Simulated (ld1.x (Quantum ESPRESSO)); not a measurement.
## Scattering properties, TM potential for calcium

```json
{"Element": "calcium (Ca)", "Generator": "ld1.x (Quantum ESPRESSO) 7.5", "Type": "norm-conserving Troullier–Martins (Kleinman–Bylander form)", "Functional": "PBEsol", "Relativity": "scalar-relativistic", "Frozen core": "[Ne] 3s2", "Valence charge": "8", "Reference configuration": "3p6 3d0 4s1 4p0 (charge +1)", "Partial waves": "3p (bound): rc 1.40 bohr; 3d (bound, empty): rc 3.20 bohr; 4f channel at 0.25 Ry: rc 2.95 bohr; 4s (bound): rc 2.50 bohr", "Local potential": "the s channel", "Core correction": "none"}
```

The phase is arctan(r·u′/u) with u = r·R(r), unwrapped; energies in Ry, scanned from -5 to 5 Ry. A pole is an energy at which the radial function vanishes at the test radius. The pseudo phase is shifted by a multiple of π to meet the all-electron one at the reference energy, and phase errors are pseudo minus all-electron; the curves can meet again beyond the range given. Levels narrower than the energy grid can be missing from the lists of poles.

Problem. For each channel, where are the poles, and over which energies does the pseudopotential scatter like the atom?

Solution.

```json
{"channel": "s", "radius (bohr)": "3.48", "reference energy (Ry)": "-0.66", "poles, all-electron": "-3.95, 0.43", "poles, pseudo": "0.30, 2.20", "unbroken range about the reference energy with phases within 0.05 rad": "-3.9 to 0.5", "phase error 1 Ry above the reference energy (rad)": "-0.034"}
{"channel": "p", "radius (bohr)": "3.48", "reference energy (Ry)": "-2.56", "poles, all-electron": "-2.54, 1.05", "poles, pseudo": "-2.54, 1.97", "unbroken range about the reference energy with phases within 0.05 rad": "below -1.0", "phase error 1 Ry above the reference energy (rad)": "+0.011"}
{"channel": "d", "radius (bohr)": "3.48", "reference energy (Ry)": "-0.61", "poles, all-electron": "-0.47, 2.12", "poles, pseudo": "-0.46, 3.37", "unbroken range about the reference energy with phases within 0.05 rad": "below -0.1", "phase error 1 Ry above the reference energy (rad)": "+0.279"}
{"channel": "f", "radius (bohr)": "3.48", "reference energy (Ry)": "0.25", "poles, all-electron": "2.06", "poles, pseudo": "2.11", "unbroken range about the reference energy with phases within 0.05 rad": "below 3.0", "phase error 1 Ry above the reference energy (rad)": "+0.005"}
```

Phases in the f channel:

```
E (Ry)  all-electron  pseudo
 -5.00         1.444   1.444
 -4.48         1.438   1.438
 -3.96         1.429   1.429
 -3.44         1.420   1.420
 -2.92         1.408   1.408
 -2.40         1.393   1.393
 -1.88         1.372   1.372
 -1.36         1.343   1.343
 -0.84         1.298   1.298
 -0.32         1.215   1.215
  0.20         1.003   1.003
  0.72        -0.034  -0.031
  1.24        -1.242  -1.237
  1.76        -1.496  -1.490
  2.28        -1.615  -1.603
  2.80        -1.729  -1.697
  3.32        -1.984  -1.842
  3.84        -3.718  -2.368
  4.36        -4.469  -4.106
  4.88        -4.608  -4.482
```
